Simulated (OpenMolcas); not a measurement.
Ca+: effect of the IPEA shift

```
Program             : OpenMolcas
Basis               : ANO-RCC-VTZP [6s5p2d1f]
Scalar Hamiltonian  : DKH2, point nucleus
Active space        : 1 electron in 9 orbitals (3d 4s 4p)
State averaging     : 2S+1 = 2 even, 6 roots; 2S+1 = 2 odd, 3 roots
Spin-orbit coupling : RASSI with atomic mean-field integrals over the reference wave functions, term energies averaged over their components
```

Methods on the same reference wave functions:
A. CASSCF
B. SS-CASPT2, IPEA 0 Eh, imaginary shift 0.1 Eh (closed shells correlated: 3s 3p)
C. SS-CASPT2, IPEA 0.25 Eh, imaginary shift 0.1 Eh (closed shells correlated: 3s 3p)

Energies in eV above 4s 2S 1/2, the measured ground level; measured values from NIST Handbook of Basic Atomic Spectroscopic Data.

| Level | A | B | C | Measured |
| --- | --- | --- | --- | --- |
| 4s 2S 1/2 | 0.0000 | 0.0000 | 0.0000 | 0.0000 |
| 3d 2D 3/2 | 2.8610 | 2.957 | 2.950 | 1.6924 |
| 3d 2D 5/2 | 2.8638 | 2.960 | 2.953 | 1.6999 |
| 4p 2P* 1/2 | 2.8813 | 3.112 | 3.096 | 3.1234 |
| 4p 2P* 3/2 | 2.9000 | 3.131 | 3.114 | 3.1510 |

Deviations, from unrounded energies. A percentage is the sum of absolute deviations over the sum of measured energies, with the sign that they share, or ± where signs differ.

```json
{"Against measurement": "mean absolute deviation (cm-1)", "Levels": "4", "A": "5700", "B": "5200", "C": "5200"}
{"Against measurement": "other configurations (%)", "Levels": "4", "A": "±29.2", "B": "±26.4", "C": "±26.6"}
```

B, C lie about equally close to measurement and A furthest from it. The largest miss of B in the table is 3d 2D 3/2, by +10000 cm-1. The ranking rests on the paired levels alone, and a cruder setting can come out closer through cancelling errors.

Between B and C the level of the table that moves most is 4p 2P* 1/2, by 130 cm-1 (lowest in C, highest in B). Moves below CASPT2's spread within the term are not significant.

The mean deviations of B to C differ by less than CASPT2's widest spread within a term (94 cm-1), so their order carries little weight.

The lowest spin-free term lies below A's lowest term by 0.228 hartree in B, 0.227 hartree in C.

Term energies are means over components that CASPT2 splits; among the terms shown or strongly mixed into the levels shown the widest spread is 94 cm-1 (3d 2D, C). ANO sets are built for ground and valence states and can reach diffuse excited orbitals poorly. With one active electron the reference holds no correlation, so core polarisation is missing (holds for A). With one active electron, CASPT2 adds the correlation within the correlated inactive shells and between them and that electron, and leaves the splitting within a term as the reference gives it (holds for B; C). Measured partners are found by configuration, term and J. A level has none where our copy of the source lacks it or the pairing is in doubt (some pairs that miss far off the trend of their configuration count as doubtful), and it then counts in no deviation. Only configurations of the active space appear.

* marks odd parity.
